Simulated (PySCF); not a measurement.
A GIAO shielding run with PySCF 2.14 (density fitting, non-relativistic, gas phase) on `C([C@](C=C)(C[SiH3])OC)=O`, C6H12O2Si:

```
$ OMP_NUM_THREADS=1 python probes_run.py task.json out

{"job": {"kind": "nmr", "xc": "PBE0", "basis": "pcSseg-1"}, "charge": 0, "multiplicity": 1}
C     -0.689544     0.778880     2.260924
C     -0.152989    -0.018772     1.354497
C      0.048911     0.389821    -0.096253
C      1.340143     1.156360     0.014496
O      2.425458     0.650446    -0.064626
C      0.211892    -0.821006    -1.002617
Si     1.901465    -1.712696    -0.862798
O     -0.929730     1.327988    -0.529253
C     -2.237987     0.822720    -0.658955
H     -1.027255     1.770358     2.006360
H     -0.831543     0.464534     3.280841
H      0.195886    -1.010672     1.599447
H      1.203015     2.226918     0.231274
H      0.083607    -0.486669    -2.033642
H     -0.591063    -1.528997    -0.794356
H      2.320907    -1.899798     0.523234
H      2.909956    -1.169174    -1.761456
H      1.573259    -3.059632    -1.375457
H     -2.574699     0.333015     0.260926
H     -2.319168     0.117193    -1.492130
H     -2.869442     1.686125    -0.860928
```

Hardware: 1 thread of an Arm Neoverse N1, shared host. The job also computes population analyses, field gradients.

Question: How large is the calculation?

Answer: 78 electrons, 220 basis functions and 1161 auxiliary functions.

Question: How long does it take, and how much memory does it need?

Answer: 88 s of wall time, with 14 SCF cycles and 5 response iterations; peak memory 0.97 GiB. Times on a shared host scatter by some tens of per cent.
